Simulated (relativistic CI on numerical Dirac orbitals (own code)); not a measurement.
# Mo²¹⁺: sensitivity of the levels to the model

Base calculation: Dirac-Coulomb-Breit CI, KLI orbitals optimised for each configuration, a model potential for QED, unscaled Slater integrals.

Configurations in the expansion (outside the closed core [Ne]): 3s2 3p6 3d3, 3s2 3p5 3d4, 3s 3p6 3d4, 3s2 3p6 3d2 4s, 3s2 3p6 3d2 4p, 3s2 3p6 3d2 4d, 3s2 3p6 3d2 4f, 3s2 3p5 3d3 4s, 3s2 3p5 3d3 4p, 3s2 3p6 3d 4s 4p, 3s2 3p6 3d2 5s, 3s 3p6 3d3 4s, 3p6 3d5, 3p5 3d6, 3s2 3p6 3d 4s2, 3s2 3p6 4s2 4p, 3s2 3p6 4s2 4d, 3s2 3p6 4s2 4f. Double excitations out of closed p, d and f shells are left out; levels of such configurations are missing from the list, as are those of other unlisted configurations, and high levels can miss mixing partners. These lack a partner that the ground configuration has and come out too high: 3s2 3p5 3d3 4s, 3s2 3p5 3d3 4p.

The lowest level and the first level of each name with at least 55 % of one term (blank where a level has no safe partner in the second run):

```tsv
Level	Base (cm⁻¹)	Shift (cm⁻¹)
3s2 3p6 3d3 4F_3/2	0	0
3s2 3p6 3d3 4F_5/2	16469	-2
3s2 3p6 3d3 4F_7/2	32133	-16
3s2 3p6 3d3 4F_9/2	45271	-74
3s2 3p6 3d3 4P_3/2	62657	+1
3s2 3p6 3d3 4P_1/2	68827	+12
3s2 3p6 3d3 2G_7/2	83647	-484
3s2 3p6 3d3 4P_5/2	91611	+150
3s2 3p6 3d3 2P_1/2	111502	-153
3s2 3p6 3d3 2H_11/2	119428	-660
3s2 3p6 3d3 2D_5/2	127890	-70
3s2 3p6 3d3 2P_3/2	146718	-4
3s2 3p6 3d3 2F_7/2	164721	-369
3s2 3p6 3d3 2F_5/2	166422	-280
3s2 3p5 3d4 6D°_5/2	985136	-1641
3s2 3p5 3d4 6D°_7/2	985768	-1668
3s2 3p5 3d4 6D°_3/2	989851	-1594
3s2 3p5 3d4 6D°_9/2	991813	-1666
3s2 3p5 3d4 6D°_1/2	1003969	-1631
3s2 3p5 3d4 6F°_11/2	1042909	-1662
3s2 3p5 3d4 6F°_9/2	1064435	-1664
3s2 3p5 3d4 4D°_1/2	1074392	-1401
```

At this charge energies of transitions that change n are usually good to better than 1 %, and those within a shell (Δn = 0) to a few per cent. Terms inside the open d or f shell come out 10 to 20 % too wide with unscaled integrals.

Task: One thing was changed in a second run, which moved the levels as shown. Which?
A. Breit term removed
B. only the first configuration
C. only the first 3 configurations
D. QED terms removed

Result: C. Only the first 3 configurations. With fewer configurations the levels that remain lose their mixing partners.

LS names give the leading component of a level, which can be under half, so a name can repeat, a term be missing and a line seem to break the LS rules.
